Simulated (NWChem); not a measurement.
System: C$_{3}$H$_{2}$F$_{2}$O$_{2}$; SMILES O=C1COC1(F)F

```xyz
9

O      1.2370     1.7176     0.0000
C      0.3002     0.9717     0.0000
C     -1.2319     1.0771     0.0000
O     -1.3074    -0.3786     0.0000
C      0.0765    -0.5796     0.0000
F      0.5031    -1.2548     1.0876
F      0.5031    -1.2548    -1.0876
H     -1.6807     1.5297    -0.9106
H     -1.6807     1.5297     0.9106
```
Atoms are numbered in this order, from 1.

Program: NWChem. Coordinates come from a PBE-D3(BJ)/def2-SVP optimisation. Total energies compare along this basis series because the functional is fixed.

```tsv
level	basis functions	energy (Ha)	highest occupied level (eV)	orbital gap (eV)	dipole (D)
PBE0/cc-pVDZ	108	-465.1636	-8.27	6.37	2.42
PBE0/aug-cc-pVDZ	179	-465.2010	-8.59	6.33	2.63
PBE0/cc-pVTZ	238	-465.3055	[?]	6.38	[?]
```

Some entries are withheld; supply them.


- PBE0/cc-pVTZ, highest occupied level (eV): -8.49
- PBE0/cc-pVTZ, dipole (D): 2.53
